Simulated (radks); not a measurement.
Spherical quantum dot in the effective-mass picture: electrons in a hard-walled sphere of radius 1.66, all in effective atomic units (hartree* = m*/eps^2 hartree, bohr* = eps/m* bohr), one dielectric constant everywhere. Calculated with a radial shooting solver with Libxc functionals: non-relativistic Kohn-Sham, exchange-only LDA, spin-polarised, spherical densities. Levels are named by radial order and angular momentum (1s, 1p, 1d, 2s, ...), and open shells are averaged over m.

N = 17, configuration 1s2 1p6 1d(up 5, down 4). This is the lowest configuration that the search found. Occupied and some empty levels:

level    occupation  eigenvalue (hartree*)  <r> (bohr*)
1s up             1                 15.748       0.9763
1s down           1                 15.786       0.9751
1p up             3                 17.071        1.071
1p down           3                 17.112        1.071
1d up             5                 19.037        1.135
1d down           4                 19.080        1.135
2s up             0                 21.231       0.7793
2s down           0                 21.255       0.7796
1f up             0                 21.563        1.182
1f down           0                 21.606        1.182
2p up             0                 24.698       0.8784
2p down           0                 24.726       0.8783

Energy (hartree*): total 189.907, kinetic 83.324, external 0, Hartree 120.22, exchange-correlation -13.638.
